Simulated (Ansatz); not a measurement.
Steps of a relaxation of C₃H₈FNOSi, SMILES `C=C[Si](N)(F)OC` with RKS PBE0-D4/def2-TZVP.

```sh
$ ansatz run in.yaml --threads 2 --pin off --events-out ev --progress --plain --max-ram 22528MiB --backend cuda --devices 0, --max-vram 18GiB
```

```yaml
crystal:
  periodic: [false, false, false]
  atoms:
    - {symbol: C, position_ang: [0.166050, 2.126130, -0.843480]}
    - {symbol: C, position_ang: [0.760920, 1.481720, 0.148740]}
    - {symbol: Si, position_ang: [0.119740, -0.078190, 0.977750]}
    - {symbol: N, position_ang: [-1.599090, -0.042570, 0.994030]}
    - {symbol: F, position_ang: [0.791740, -0.174480, 2.444000]}
    - {symbol: O, position_ang: [0.659670, -1.475930, 0.367470]}
    - {symbol: C, position_ang: [0.470490, -1.996150, -0.915250]}
    - {symbol: H, position_ang: [-0.779490, 1.797850, -1.244480]}
    - {symbol: H, position_ang: [0.589540, 3.010280, -1.295790]}
    - {symbol: H, position_ang: [1.708810, 1.862710, 0.510690]}
    - {symbol: H, position_ang: [-2.073080, 0.781060, 1.324220]}
    - {symbol: H, position_ang: [-2.094560, -0.869350, 1.288610]}
    - {symbol: H, position_ang: [0.922320, -1.344820, -1.667240]}
    - {symbol: H, position_ang: [0.949790, -2.974970, -0.949810]}
    - {symbol: H, position_ang: [-0.592850, -2.103290, -1.139450]}
basis:
  gaussian: {orbitals: def2-TZVP}
hamiltonian: {xc: pbe0, dispersion: d4}
relax: {f_tol: 0.005, max_steps: 150}
```

Positions (Å) and forces (eV/Å) along the path, 8 of 18 steps:

```xyz
15
step=1 energy=-17367.1405 eV
C     0.166    2.126   -0.843   -0.145   -0.022   -0.049
C     0.761    1.482    0.149   -0.019   -0.708    0.574
Si    0.120   -0.078    0.978   -0.040    0.444    0.529
N    -1.599   -0.043    0.994    0.553   -0.130   -0.034
F     0.792   -0.174    2.444   -0.309    0.357   -0.439
O     0.660   -1.476    0.367    0.030   -0.082    0.059
C     0.470   -1.996   -0.915   -0.041    0.047   -0.087
H    -0.779    1.798   -1.244   -0.273   -0.100   -0.106
H     0.590    3.010   -1.296    0.127    0.195   -0.085
H     1.709    1.863    0.511    0.186    0.070    0.035
H    -2.073    0.781    1.324   -0.005    0.123   -0.043
H    -2.095   -0.869    1.289   -0.002   -0.059   -0.006
H     0.922   -1.345   -1.667    0.040   -0.025   -0.138
H     0.950   -2.975   -0.950   -0.020   -0.029   -0.102
H    -0.593   -2.103   -1.139   -0.082   -0.083   -0.108
15
step=6 energy=-17367.2106 eV
C     0.131    2.056   -0.800    0.018   -0.025   -0.013
C     0.800    1.415    0.157    0.006    0.013   -0.031
Si    0.147   -0.081    1.022   -0.016   -0.001    0.005
N    -1.552   -0.061    0.963   -0.007    0.003    0.014
F     0.750   -0.068    2.499    0.009   -0.003    0.010
O     0.681   -1.499    0.421    0.012    0.007    0.020
C     0.464   -1.930   -0.901    0.005   -0.032   -0.041
H    -0.854    1.728   -1.120   -0.004    0.019    0.014
H     0.538    2.926   -1.309   -0.007   -0.014    0.009
H     1.790    1.781    0.425   -0.008    0.005    0.011
H    -2.057    0.783    1.175   -0.003    0.001   -0.002
H    -2.074   -0.877    1.241    0.003    0.001   -0.012
H     0.949   -1.265   -1.624   -0.003    0.003    0.008
H     0.892   -2.929   -1.008   -0.007    0.020    0.005
H    -0.604   -1.980   -1.140    0.003    0.003    0.005
15
step=7 energy=-17367.2108 eV
C     0.129    2.049   -0.801    0.017   -0.006   -0.008
C     0.800    1.412    0.157    0.000    0.006   -0.007
Si    0.148   -0.082    1.025   -0.006   -0.011   -0.004
N    -1.550   -0.056    0.965   -0.004   -0.001    0.009
F     0.752   -0.072    2.502    0.002    0.004   -0.004
O     0.680   -1.500    0.423   -0.003    0.005    0.011
C     0.465   -1.928   -0.902    0.003   -0.008   -0.021
H    -0.858    1.722   -1.117   -0.003    0.003    0.014
H     0.533    2.919   -1.312    0.005   -0.003    0.000
H     1.789    1.780    0.424    0.002    0.012   -0.003
H    -2.054    0.790    1.180   -0.003    0.003   -0.002
H    -2.078   -0.872    1.230   -0.006   -0.014    0.000
H     0.951   -1.260   -1.621   -0.002    0.001    0.005
H     0.894   -2.926   -1.010   -0.002    0.008    0.004
H    -0.602   -1.977   -1.142    0.000    0.001    0.004
15
step=9 energy=-17367.2110 eV
C     0.132    2.047   -0.804    0.002    0.001   -0.001
C     0.801    1.410    0.155   -0.009   -0.001    0.004
Si    0.146   -0.081    1.027    0.005   -0.006   -0.003
N    -1.553   -0.060    0.969    0.003    0.007    0.003
F     0.751   -0.068    2.503   -0.001    0.003    0.001
O     0.680   -1.499    0.425   -0.007    0.002    0.000
C     0.465   -1.923   -0.901    0.004    0.000   -0.001
H    -0.859    1.727   -1.113   -0.001   -0.001   -0.001
H     0.541    2.911   -1.320    0.000    0.002   -0.001
H     1.793    1.775    0.419    0.005   -0.002    0.000
H    -2.060    0.783    1.183   -0.003    0.000    0.000
H    -2.079   -0.879    1.228    0.003   -0.003   -0.001
H     0.950   -1.252   -1.618   -0.002   -0.001    0.001
H     0.895   -2.920   -1.012    0.000    0.003    0.000
H    -0.602   -1.972   -1.141    0.001   -0.001    0.000
15
step=10 energy=-17367.2110 eV
C     0.133    2.046   -0.805   -0.003    0.002    0.001
C     0.801    1.410    0.155   -0.002   -0.004    0.002
Si    0.145   -0.081    1.028    0.004   -0.002   -0.002
N    -1.554   -0.060    0.971    0.002    0.005    0.002
F     0.751   -0.068    2.504   -0.002    0.002   -0.002
O     0.679   -1.498    0.425   -0.007   -0.004   -0.004
C     0.465   -1.922   -0.902    0.003    0.005    0.006
H    -0.858    1.727   -1.113    0.000   -0.001   -0.001
H     0.543    2.909   -1.322    0.001    0.002   -0.002
H     1.793    1.773    0.418    0.002    0.000    0.001
H    -2.062    0.782    1.186    0.000   -0.004    0.000
H    -2.079   -0.880    1.227    0.002    0.001   -0.001
H     0.949   -1.249   -1.618   -0.001    0.000    0.000
H     0.897   -2.918   -1.013    0.001   -0.001   -0.001
H    -0.602   -1.973   -1.141    0.000   -0.001    0.000
15
step=13 energy=-17367.2110 eV rejected
C     0.136    2.045   -0.806    0.007   -0.015   -0.017
C     0.802    1.407    0.154    0.005    0.007    0.003
Si    0.142   -0.080    1.029    0.000    0.008    0.006
N    -1.556   -0.057    0.976   -0.004   -0.007   -0.006
F     0.750   -0.065    2.504    0.001   -0.002   -0.001
O     0.670   -1.500    0.427    0.003   -0.005    0.001
C     0.465   -1.920   -0.902   -0.001   -0.001   -0.001
H    -0.856    1.727   -1.116   -0.003    0.007    0.006
H     0.549    2.905   -1.327   -0.005    0.003    0.007
H     1.796    1.767    0.416   -0.005   -0.002    0.000
H    -2.067    0.782    1.197    0.002    0.002    0.002
H    -2.080   -0.881    1.223    0.000    0.004    0.001
H     0.938   -1.236   -1.614   -0.001    0.000    0.000
H     0.913   -2.908   -1.018    0.000    0.002    0.000
H    -0.602   -1.987   -1.142    0.002    0.000    0.000
15
step=14 energy=-17367.2111 eV
C     0.135    2.045   -0.806   -0.002    0.001    0.001
C     0.802    1.408    0.154    0.004    0.002    0.000
Si    0.143   -0.080    1.028    0.000    0.005    0.004
N    -1.555   -0.057    0.974   -0.003   -0.004   -0.003
F     0.750   -0.066    2.504    0.000   -0.001   -0.001
O     0.672   -1.500    0.427    0.001   -0.004    0.001
C     0.465   -1.921   -0.902    0.000    0.000   -0.001
H    -0.857    1.728   -1.114    0.002   -0.001   -0.001
H     0.547    2.907   -1.325   -0.001   -0.001    0.001
H     1.795    1.769    0.416   -0.002   -0.002   -0.002
H    -2.065    0.783    1.193    0.001    0.001    0.001
H    -2.080   -0.880    1.224   -0.001    0.001    0.000
H     0.941   -1.240   -1.615    0.000    0.000    0.000
H     0.909   -2.911   -1.017    0.001    0.001    0.000
H    -0.602   -1.984   -1.142    0.001   -0.001    0.000
15
step=18 energy=-17367.2111 eV
C     0.136    2.045   -0.805   -0.001    0.002    0.003
C     0.804    1.405    0.153   -0.003   -0.001    0.000
Si    0.142   -0.081    1.028    0.001   -0.001   -0.003
N    -1.557   -0.054    0.973   -0.001    0.000    0.002
F     0.748   -0.066    2.504   -0.001    0.000    0.001
O     0.669   -1.502    0.428    0.000    0.002    0.000
C     0.465   -1.922   -0.901    0.000   -0.001   -0.002
H    -0.858    1.730   -1.110    0.001   -0.001   -0.002
H     0.548    2.906   -1.325    0.000    0.001   -0.001
H     1.798    1.764    0.413    0.002   -0.001    0.000
H    -2.065    0.786    1.195    0.001   -0.001    0.000
H    -2.083   -0.877    1.221    0.000    0.000    0.000
H     0.928   -1.230   -1.614   -0.001   -0.001    0.001
H     0.924   -2.904   -1.021    0.000    0.001    0.000
H    -0.601   -2.000   -1.138    0.002    0.000    0.001
```

Hardware: 2 threads of an AMD EPYC 7R13 on a shared host and a share of an NVIDIA H100 80 GB. Wall time 32 s, peak host memory 0.96 GiB.
